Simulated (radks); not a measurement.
Question: Coulomb parameter of the 4f shell of the gadolinium ion Gd3+ in the model configuration [Xe] 4f6 6p1, as a second difference U = [E(n + 0.5) + E(n - 0.5) - 2 E(n)] / (0.5)^2 with all orbitals relaxed. "Bare": the charge of the atom changes with n. "Screened": the 6p shell takes up the change at fixed total charge, which measures U(4f,4f) + U(6p,6p) - 2 U(4f,6p). All-electron calculation, Dirac Kohn-Sham, BLYP, spin-unpolarised, spherical densities, point nucleus; open shells are shared between the two j in proportion to 2j + 1. Program: a radial shooting solver on a logarithmic mesh with Libxc functionals. Estimate both.

Answer: U(bare) = 20.042 eV, U(screened by 6p) = 9.831 eV.
